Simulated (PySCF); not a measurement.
Method: PBE in PySCF with Te def2-TZVP with ECP28, N def2-TZVP, F def2-TZVP; scalar-relativistic core potentials, no spin–orbit coupling; density-fitted integrals. Open shells, if any, are unrestricted.

Problem. What shape and geometry does isolated singlet FTeN take (every ligand bound to Te)?

Solution. Counting electrons, tellurium keeps 2 of its valence electrons outside its bonds, so the VSEPR class is AX2E1 and the expected shape is bent; with unlike ligands the computed point group is Cs. The lowest minimum found is a singlet of Cs symmetry with Te–F 1.986 Å, Te–N 1.815 Å; F–Te–N 109.8°. Its harmonic wavenumbers are 214 (a'), 510 (a'), 912 (a') cm⁻¹ and its dipole moment is 3.45 D.

Other isomers or separated fragments may lie lower.
